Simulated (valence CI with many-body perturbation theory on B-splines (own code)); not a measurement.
Forbidden lines of Bi17+

Level of theory: configuration interaction combined with many-body perturbation theory (CI+MBPT): six valence electrons over a frozen Dirac-Fock core [Kr] 4d10 4f14, radial functions for each j: 9 s, 9 p, 8 d, 6 f, 3 g, 1 h, with the one-electron correlation potential Σ1, the two-electron term Σ2, the three-electron term Σ3, Breit, model QED; selected CI, second order for the rest, scaled by the run's own slope (own B-spline code, finite nucleus).

No measured levels were compared; by estimate levels hold to about 250 cm⁻¹ or 0.2 % of their energy and the worst to 1 %, as in measured heavy ions of charge 2 to 7. The list stops below the first excitations out of the core. Only levels of the ground parity were solved; by the run's estimate the other parity begins above the list, which can be wrong where configurations are misplaced.

Lines 1 to 7 of 7 in falling wavelength, among levels below 466220 cm⁻¹, chosen from the decays that carry over 1 % of a level's rate. Wavelengths and rates use the calculated energies, so an error of 500 cm⁻¹ moves a line at 2952 Å by 1.5 % and its rate by three times that or more. Electric multipoles are in the length gauge, E1 and E2 with the static RPA response of the core. S is in atomic units (e²a₀⁴ for E2 and M2, e²a₀⁶ for E3), for M1 in squared Bohr magnetons. Weak lines are less certain than strong ones. Lines between different terms over intervals too small for the method are left out, as are lines whose strength nearly cancels.

Levels are named by their leading jj configuration (3d3/2^4 stands for four electrons in 3d with j = 3/2), which in mixed levels can hold well under half, so a name can repeat and another be missing.

```tsv
λ vac (Å)	Upper	Lower	Type	A (s⁻¹)	S (a.u.)
2952	(5s^2 5p1/2^2 5p3/2^2) J=0	(5s^2 5p1/2^2 5p3/2^2) J=2	E2	2.39e+00	4.79e-01
480.9	(5s^2 5p1/2 5p3/2^3) J=1	(5s^2 5p1/2^2 5p3/2^2) J=0	M1	6.22e+04	7.69e-01
443.2	(5s^2 5p1/2 5p3/2^3) J=2	(5s^2 5p1/2^2 5p3/2^2) J=0	E2	2.74e+03	2.09e-01
413.5	(5s^2 5p1/2 5p3/2^3) J=1	(5s^2 5p1/2^2 5p3/2^2) J=2	M1	2.20e+05	1.73e+00
413.5	(5s^2 5p1/2 5p3/2^3) J=1	(5s^2 5p1/2^2 5p3/2^2) J=2	E2	1.04e+04	3.38e-01
385.4	(5s^2 5p1/2 5p3/2^3) J=2	(5s^2 5p1/2^2 5p3/2^2) J=2	M1	1.41e+05	1.50e+00
385.4	(5s^2 5p1/2 5p3/2^3) J=2	(5s^2 5p1/2^2 5p3/2^2) J=2	E2	1.80e+04	6.83e-01
```
